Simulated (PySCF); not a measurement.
Mapped SMILES: `[CH3:1][C:2](=[O:3])[C@H:4]1[CH:5]=[N:6][CH2:7][CH2:8][CH2:9]1`. Hydrogens are named by the atom that carries them. Ha(C7), Ha(C8), Ha(C9) are cis to C2 on the ring; Hb(C7), Hb(C8), Hb(C9) are trans to C2 on the ring.

Calculated, not measured (PySCF): GFN2-xTB structure, NMR shieldings at PBE0/pcSseg-1/GIAO. Averaged over atoms made equivalent by symmetry, fast rotation or ring inversion, one conformer, in vacuum, no relativistic terms.

Scale: 13C, 1H vs TMS; 17O vs H2O; NH3 for 15N (reference shieldings calculated alike).

| atoms | nucleus | count | δ (ppm) |
| --- | --- | --- | --- |
| C5 | 13C | 1 | 158.6 |
| C8 | 13C | 1 | 23.2 |
| Ha(C9) | 1H | 1 | ? |
| Ha(C8) | 1H | 1 | ? |
| C4 | 13C | 1 | 56.9 |
| C2 | 13C | 1 | 206.9 |
| H(C4) | 1H | 1 | ? |
| Hb(C7) | 1H | 1 | 3.68 |
| Hb(C8) | 1H | 1 | ? |
| C1 | 13C | 1 | ? |
| N6 | 15N | 1 | 391.0 |
| H(C1) | 1H | 3 | ? |
| Ha(C7) | 1H | 1 | 4.21 |
| C7 | 13C | 1 | 53.6 |
| O3 | 17O | 1 | 650.5 |
| Hb(C9) | 1H | 1 | 1.24 |
| C9 | 13C | 1 | 22.8 |
| H(C5) | 1H | 1 | 8.17 |

Q: Estimate the values marked ?.

A: 
- C1: 31.9 ppm, methyl carbon α to a carbonyl; α to the electron-withdrawing carbonyl group
- H(C4): 3.02 ppm, hydrogen on an sp3 CH α to a carbonyl; α to C=O
- Ha(C9): 2.37 ppm, hydrogen on an sp3 CH2 in a ring
- H(C1): 2.32 ppm, hydrogen on a methyl carbon α to a carbonyl; α to C=O
- Ha(C8): 1.88 ppm, hydrogen on an sp3 CH2 in a ring
- Hb(C8): 1.33 ppm, hydrogen on an sp3 CH2 in a ring

Shifts are as computed. Against solution values, carbons near 30 ppm lie about +3 ppm off and those near 130 ppm about +5 ppm. Of 1211 compounds with measured shifts, 218 miss one by over three times the rms of a fit or turn the order of signals round; such compounds aren't used in these exercises. Unscaled 17O shifts of doubly bonded oxygen tend to come out too high, by tens of ppm or more. Experimental scales use liquid or dissolved standards, which lie at an offset from isolated NH3 (liquid NH3: subtract about 20 ppm) and H2O (liquid H2O: subtract about 36 ppm). Unscaled 15N shifts of sp2 nitrogen come out 20 to 40 ppm too high even then.
